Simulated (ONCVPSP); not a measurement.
# nitrogen: ONCV pseudisation with PBE, scalar-relativistic reference atom.

Input for ONCVPSP 4.0.1:

```
# ATOM AND REFERENCE CONFIGURATION
# atsym  z   nc   nv     iexc    psfile
  N 7.00    1    2        4      upf
#
#   n    l    f
    1    0    2.00
    2    0    2.00
    2    1    3.00
#
# PSEUDOPOTENTIAL AND OPTIMIZATION
# lmax
    2
#
#   l,   rc,      ep,       ncon, nbas, qcut
    0    1.15    0.00    4    7    5.90
    1    1.75    0.00    3    6    6.60
    2    1.65    0.18    4    8    5.50
#
# LOCAL POTENTIAL
# lloc, lpopt,  rc(5),   dvloc0
    4    5    0.70   -1.00
#
# VANDERBILT-KLEINMAN-BYLANDER PROJECTORs
# l, nproj, debl
    0    2    3.40
    1    1    0.80
    2    1    2.20
#
# MODEL CORE CHARGE
# icmod, fcfact, rcfact
    3    3.00    1.70
#
# LOG DERIVATIVE ANALYSIS
# epsh1, epsh2, depsh
   -2.00    5.00    0.02
#
# OUTPUT GRID
# rlmax, drl
    6.00    0.01
#
# TEST CONFIGURATIONS
# ncnf
    4
# nvcnf
#   n    l    f
    2
    2    0    2.00
    2    1    2.00
#
    2
    2    0    2.00
    2    1    1.00
#
    2
    2    0    2.00
    2    1    0.00
#
    2
    2    0    1.00
    2    1    4.00
#
```

Command:

```bash
oncvpsp.x < N.dat > N.out
```

Output (shortened: citation, most of the input echo, consistency checks and plot data are left out):

```
ONCVPSP  (Optimized Norm-Conservinng Vanderbilt PSeudopotential)
scalar-relativistic version 4.0.1

#   n    l    f        energy (Ha)
    1    0    2.00    -1.4138222E+01
    2    0    2.00    -6.8290674E-01
    2    1    3.00    -2.6054783E-01

Reference configufation results
  iterations    23
  all-electron total energy (Ha)   -5.44530351D+01

Begin loop to  construct optimized pseudo wave functions
and semi-local pseudopoentials for all angular momenta

   Wellstate for l =  0  n =  4
     eigenvalue =   2.7171
     asymptotic potential =   3.2171
     half-point radius =  2.8972

Calculating optimized projector #   1

 for l=   0

    Fraction of norm inside rc  0.449404
    Optimizing pswf for qcut=   5.90 a_B^-1,  ecut=  17.39 Ha
    Residual kinetic energy error=  3.18D-03 Ha

    Energy error per electron        Cutoff
         Ha          eV             Ha
         0.01000     0.27211       12.96
         0.00100     0.02721       37.87
         0.00010     0.00272       86.13
         0.00001     0.00027      101.98

Calculating optimized projector #   2

 for l=   0

    Fraction of norm inside rc  0.075816
    Optimizing pswf for qcut=   5.90 a_B^-1,  ecut=  17.39 Ha
    Residual kinetic energy error=  4.07D-03 Ha

    Energy error per electron        Cutoff
         Ha          eV             Ha
         0.01000     0.27211       13.87
         0.00100     0.02721       23.14
         0.00010     0.00272       68.38
         0.00001     0.00027       98.52

Calculating optimized projector #   1

 for l=   1

    Fraction of norm inside rc  0.705763
    Optimizing pswf for qcut=   6.59 a_B^-1,  ecut=  21.74 Ha
    Residual kinetic energy error=  2.06D-05 Ha

    Energy error per electron        Cutoff
         Ha          eV             Ha
         0.01000     0.27211       13.01
         0.00100     0.02721       16.70
         0.00010     0.00272       19.65
         0.00001     0.00027       33.16

   Wellstate for l =  2  n =  3
     eigenvalue =   0.1800
     asymptotic potential =   0.6800
     half-point radius = 10.9151

Calculating optimized projector #   1

 for l=   2

    Fraction of norm inside rc  0.003469
    Optimizing pswf for qcut=   5.51 a_B^-1,  ecut=  15.18 Ha
    Residual kinetic energy error=  1.41D-06 Ha

    Energy error per electron        Cutoff
         Ha          eV             Ha
         0.01000     0.27211        0.59
         0.00100     0.02721        2.21
         0.00010     0.00272        6.25
         0.00001     0.00027       11.18

Construct Vanderbilt / Kleinmman-Bylander projectors

B matrix Hermiticity error, ll=   0
   1   2   -1.7669E-04

  Orthonormal projector coefficients  1.1434E+01  2.3450E+00

Model core correction analysis
  based on d2Exc/dn_idn_j

d2excae - all-electron derivatives

   -5.195951D-02   -4.408260D-02
   -4.408555D-02   -4.150166D-02

d2excps - pseudofunction derivatives with no core correction

   -5.127457D-02   -4.573449D-02
   -4.573620D-02   -4.311260D-02

rms 2nd derivative error    1.459250E-03

rmatch, rhocmatch    0.4691    4.9072

Teter function model core charge with specified parameters

d2excps - pseudofunction derivatives with core correction

   -4.839610D-02   -4.443147D-02
   -4.443265D-02   -4.205603D-02

rms 2nd derivative error    1.819848E-03

Pseudoatom total energy   -9.595019

Diagnostic tests using Vanderbilt-Kleinman-Bylander pseudopotentials
  1 or more projectors used as specified by nproj input data

   l    rcore       rmatch      e in        delta e   norm test  slope test

   0   1.1507464   1.1856856  -0.6829067  -0.0000089   1.0000381   1.0000654
   0   1.1507464   1.1856856   2.7170933   0.0000024   1.0002217   1.0002217

   1   1.7596904   1.8131184  -0.2605478  -0.0000269   0.9999918   0.9999222

   2   1.6575111   1.7078368   0.1800000   0.0000060   1.0000008   1.0000008

 Testing for bound ghosts
   n   l    E NL Schr. Eq   E Basis Diag.   E Cutoff

   1   0       -0.682916       -0.668075    141.21

   2   1       -0.260575       -0.257897     31.84

 Testing for highly-localized positive-energy ghosts
       l    <radius>/rc     E Basis Diag.   E Cutoff

       2        0.893086        3.859193     92.62  WARNING - GHOST(+)

Test configuration 0

   n   l     f        eae           eps        diff
   1   0  2.0000  -14.13822183
   2   0  2.0000   -0.68290674   -0.68291559   -8.85D-06
   2   1  3.0000   -0.26054783   -0.26057477   -2.69D-05

    Total energies and differences
      AE_ref= -5.44530351D+01  AE_tst= -5.44530351D+01  dif=  0.00D+00
      PS_ref= -9.59501881D+00  PS_tst= -9.59501881D+00  dif= -1.07D-14
      PSP excitation error=  1.07D-14

Test configuration 1

   n   l     f        eae           eps        diff
   1   0  2.0000  -14.76144207
   2   0  2.0000   -1.19296401   -1.19303144   -6.74D-05
   2   1  2.0000   -0.76027961   -0.75601007    4.27D-03

    Total energies and differences
      AE_ref= -5.44530351D+01  AE_tst= -5.39535657D+01  dif=  4.99D-01
      PS_ref= -9.59501881D+00  PS_tst= -9.09690576D+00  dif=  4.98D-01
      PSP excitation error=  1.36D-03

Test configuration 2

   n   l     f        eae           eps        diff
   1   0  2.0000  -15.57681778
   2   0  2.0000   -1.80659260   -1.79957721    7.02D-03
   2   1  1.0000   -1.37852229   -1.35521995    2.33D-02

    Total energies and differences
      AE_ref= -5.44530351D+01  AE_tst= -5.28932188D+01  dif=  1.56D+00
      PS_ref= -9.59501881D+00  PS_tst= -8.04858256D+00  dif=  1.55D+00
      PSP excitation error=  1.34D-02

Test configuration 3

   n   l     f        eae           eps        diff
   1   0  2.0000  -16.56788995
   2   0  2.0000   -2.50354763   -2.47372886    2.98D-02

    Total energies and differences
      AE_ref= -5.44530351D+01  AE_tst= -5.11629894D+01  dif=  3.29D+00
      PS_ref= -9.59501881D+00  PS_tst= -6.36206809D+00  dif=  3.23D+00
      PSP excitation error=  5.71D-02

Test configuration 4

   n   l     f        eae           eps        diff
   1   0  2.0000  -14.16868230
   2   0  1.0000   -0.69934346   -0.70134157   -2.00D-03
   2   1  4.0000   -0.27594888   -0.27773789   -1.79D-03

    Total energies and differences
      AE_ref= -5.44530351D+01  AE_tst= -5.40301448D+01  dif=  4.23D-01
      PS_ref= -9.59501881D+00  PS_tst= -9.17202343D+00  dif=  4.23D-01
      PSP excitation error= -1.05D-04
```

The run took about 1.7 s on one core of a shared server CPU.
